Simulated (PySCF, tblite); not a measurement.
Isomers of C6H11F2NSi. Method: GFN2-xTB as coded in tblite; computed harmonic values from a numerical Hessian at the method's own geometry, unscaled. This tight-binding method is rough: wavenumbers can miss measured ones by several per cent, in bad cases by 10 to 20. Modes of hydrogen on silicon can be 10 to 20 % off. One conformer each.

Electronic energies: PBE0/pcSseg-1 single points on the GFN2-xTB geometries (PySCF, gas phase).

```csv
SMILES,"electronic energy, lowest = 0 (kJ/mol)"
C=C(F)[C@@H]1C[C@H](F)CN1[SiH3],0.0
C=C(F)[C@@H]1C[C@@H](F)CN1[SiH3],2.3
CC[C@@H]1[C@@H]2N[SiH2][C@@]1(F)[C@@H]2F,25.3
FC(F)[C@@]1(N2CC2)CC[SiH2]1,123.6
```

Task: How do GFN2-xTB zero-point energies change the relative energies?

Result: 
```json
{"SMILES": "C=C(F)[C@@H]1C[C@H](F)CN1[SiH3]", "ZPE (kJ/mol)": "411.0", "of it from modes above 1550 cm⁻¹": "194.5", "electronic (kJ/mol)": "0.0", "with ZPE, lowest = 0 (kJ/mol)": "0.0", "lowest mode (cm⁻¹)": "32", "rings": "1"}
{"SMILES": "C=C(F)[C@@H]1C[C@@H](F)CN1[SiH3]", "ZPE (kJ/mol)": "411.2", "of it from modes above 1550 cm⁻¹": "194.8", "electronic (kJ/mol)": "2.3", "with ZPE, lowest = 0 (kJ/mol)": "2.5", "lowest mode (cm⁻¹)": "33", "rings": "1"}
{"SMILES": "CC[C@@H]1[C@@H]2N[SiH2][C@@]1(F)[C@@H]2F", "ZPE (kJ/mol)": "423.1", "of it from modes above 1550 cm⁻¹": "192.0", "electronic (kJ/mol)": "25.3", "with ZPE, lowest = 0 (kJ/mol)": "37.4", "lowest mode (cm⁻¹)": "65", "rings": "3"}
{"SMILES": "FC(F)[C@@]1(N2CC2)CC[SiH2]1", "ZPE (kJ/mol)": "416.7", "of it from modes above 1550 cm⁻¹": "189.5", "electronic (kJ/mol)": "123.6", "with ZPE, lowest = 0 (kJ/mol)": "129.3", "lowest mode (cm⁻¹)": "59", "rings": "2"}
```

The zero-point energies span 12.1 kJ/mol, from `C=C(F)[C@@H]1C[C@H](F)CN1[SiH3]` to `CC[C@@H]1[C@@H]2N[SiH2][C@@]1(F)[C@@H]2F`. The order is unchanged.

Task: And how do the electronic energies of GFN2-xTB itself compare?

Result: `C=C(F)[C@@H]1C[C@H](F)CN1[SiH3]` 3.6; `C=C(F)[C@@H]1C[C@@H](F)CN1[SiH3]` 0.0; `CC[C@@H]1[C@@H]2N[SiH2][C@@]1(F)[C@@H]2F` 43.1; `FC(F)[C@@]1(N2CC2)CC[SiH2]1` 160.5 kJ/mol, lowest = 0. Against the energies above, taken from the same isomer `C=C(F)[C@@H]1C[C@H](F)CN1[SiH3]`, the largest difference is 33.3 kJ/mol.

Task: What do entropy and thermal enthalpy add at 298.15 K and 1 bar (rigid rotor, harmonic oscillator, one conformer each)?

Result: 
| SMILES | point group | symmetry number | S (J/(mol K)) | H − H(0) (kJ/mol) | ZPE + H − H(0) − TS (kJ/mol) |
| --- | --- | --- | --- | --- | --- |
| C=C(F)[C@@H]1C[C@H](F)CN1[SiH3] | C1 | 1 | 447.2 | 32.35 | 310.0 |
| C=C(F)[C@@H]1C[C@@H](F)CN1[SiH3] | C1 | 1 | 447.4 | 32.25 | 310.0 |
| CC[C@@H]1[C@@H]2N[SiH2][C@@]1(F)[C@@H]2F | C1 | 1 | 412.5 | 30.13 | 330.2 |
| FC(F)[C@@]1(N2CC2)CC[SiH2]1 | C1 | 1 | 428.3 | 31.22 | 320.2 |
